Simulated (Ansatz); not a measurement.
C$_{3}$H$_{4}$, charge +1, doublet, at a GFN2-xTB geometry (a state made from the parent by changing its charge; the spin is typed, not shown lowest); CAM-B3LYP/def2-SV(P) run with Ansatz (a program for electronic structure).

Input for Ansatz:
Ansatz 0.2 input:
```yaml
crystal:
  periodic: [false, false, false]
  atoms:
    - {symbol: C, position_ang: [1.29842590, -0.00034985, -0.00013940]}
    - {symbol: C, position_ang: [-0.00000000, -0.00000000, -0.00000000]}
    - {symbol: C, position_ang: [-1.29842590, 0.00034985, 0.00013940]}
    - {symbol: H, position_ang: [1.89077598, -0.73460745, -0.54286750]}
    - {symbol: H, position_ang: [1.89128809, 0.73358839, 0.54246146]}
    - {symbol: H, position_ang: [-1.89081536, 0.88870580, -0.21072798]}
    - {symbol: H, position_ang: [-1.89124871, -0.88768675, 0.21113402]}
basis:
  gaussian:
    orbitals: def2-SV_P_.json
hamiltonian:
  xc: cam_b3lyp
total_charge: 1
magnetization: {spin_polarized: true, initial_magnetization: 1}
```
The basis file holds def2-SV(P) in the JSON format of the Basis Set Exchange.

The log (banner, timings and long lists left out):

```
Functional definition: CAM-B3LYP
564 factors; integrals over basis functions are off by at most 1.2e-3 eV
162 factors; integrals over basis functions are off by at most 2.1e-5 eV
mean field evaluation 1: about -3155.7455 eV, gradient 2.7e1 eV
mean field evaluation 2: about -3158.3558 eV, gradient 1.7e1 eV
mean field evaluation 4: about -3159.9965 eV, gradient 9.7e-1 eV
mean field evaluation 8: about -3160.1472 eV, gradient 1.4e-2 eV
mean field evaluation 16: about -3160.1472 eV, gradient 9.0e-5 eV
mean field -3160.14716575 eV, -116.1332663165 hartree, gradient 2.9e-5 eV, S^2 0.765415; 0 other end points of the search recorded, 0 dependent functions left out
reference -3160.14724901 eV, -116.1332693762 hartree; 11, 10 occupied and 39, 40 virtual orbitals, 564 factors
Total energy: -3160.14724901 eV, -116.1332693762 hartree
```
